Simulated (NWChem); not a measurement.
System: CH₂F₂OSi; SMILES O=C[SiH](F)F

```xyz
7

O      0.2253    -2.2903     0.0000
C     -0.4844    -1.2999     0.0000
Si     0.3263     0.4536     0.0000
F     -0.1905     1.2716     1.3118
F     -0.1905     1.2716    -1.3118
H     -1.6180    -1.3934     0.0000
H      1.8147     0.3746     0.0000
```
Atoms are numbered in this order, from 1.

All runs: NWChem. The geometry was optimised at PBE-D3(BJ)/def2-SVP. Level: PBE0/def2-SVP with SMD (1 M gas to 1 M solution), gas-phase geometry. Reactions with the solvent are ignored.

```csv
solvent,dielectric constant,solvation free energy (kcal/mol),cavity-dispersion-structure term (kcal/mol),dipole in solution (D)
water,78.4,-1.1,4.8,0.73
chlorobenzene,5.70,-3.2,0.4,0.47
benzene,2.27,-2.5,-0.1,___
ethyl acetate,5.99,-3.6,0.0,0.47
methanol,32.6,-2.9,3.0,0.72
dichloromethane,8.93,-3.4,0.9,0.51
chloroform,4.71,-2.7,1.1,0.50
```

### Question
Fill in the missing entries.

### Answer

- benzene, dipole in solution (D): 0.42
